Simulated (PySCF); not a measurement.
Species: C7H10O2Si.
Geometry (GFN2-xTB, Å), atoms numbered from 1 in this order:
```
atom  x, y, z in Å
C1     2.233    1.011   -0.646
C2     1.217   -0.046   -0.369
C3     1.454   -1.363   -0.465
Si4   -0.094   -2.346   -0.096
C5    -1.028   -0.710    0.158
C6    -2.463   -0.609    0.525
C7    -0.166    0.318   -0.001
C8    -0.568    1.723    0.206
O9    -1.599    2.224   -0.176
O10    0.320    2.431    0.931
H11    1.851    1.723   -1.378
H12    3.148    0.566   -1.030
H13    2.464    1.562    0.264
H14    2.424   -1.739   -0.746
H15   -0.058   -3.135    1.137
H16   -0.624   -3.117   -1.221
H17   -2.635   -1.102    1.483
H18   -3.061   -1.134   -0.219
H19   -2.806    0.420    0.582
H20   -0.013    3.333    1.058
```

NICS = −σ at a ghost point: NICS(0) at the centroid of the ring atoms, NICS(1) 1 Å to either side along the normal of their mean plane, zz for the tensor component along that normal. Level: GIAO PBE0/pcSseg-1 (PySCF, non-relativistic, gas phase) on the GFN2-xTB geometry, one conformer.

Ring bond lengths (Å), with Mayer bond orders in brackets: C2–C3 1.342 (1.87), C3–Si4 1.871 (0.93), Si4–C5 1.901 (0.84), C5–C7 1.350 (1.77), C7–C2 1.477 (0.99).

Problem. What do the NICS probes read (ppm)?

Solution. 
```tsv
ring	type	NICS(0)	NICS(1), two faces	NICS(1)zz, two faces	rms pucker (Å)	centre to ring atoms, mean (Å)
C2–C3–Si4–C5–C7	5-membered ring with Si; formal bonds 2 double, 3 single	1.1	-1.8 / -1.6	2.2 / 3.1	0.01	1.34
```

Problem. What do they say, and how far can they be read as aromaticity?

Solution. 
- C2–C3–Si4–C5–C7: mean NICS(1)zz 2.6 ppm, near zero. Si4 has four or more neighbours, so the value isn't read as a sign of a π ring current.

Problem. At the first NICS(1) probe listed for ring C2–C3–Si4–C5–C7, 1 Å off the ring, how large is the induced field along the normal in 9.4 T applied along it?

Solution. NICSzz × B0 = 2.2 ppm × 9.4 T = 21 μT, along the applied field.

Problem. Give the inner angles of the rings and the Hirshfeld charges of the ring atoms.

Solution. 
- C2–C3–Si4–C5–C7: C2 115.2° (+0.016 e), C3 110.8° (-0.168 e), Si4 88.9° (+0.335 e), C5 109.0° (-0.052 e), C7 116.1° (-0.025 e); sum 540.0° against 540° for a flat convex ring.
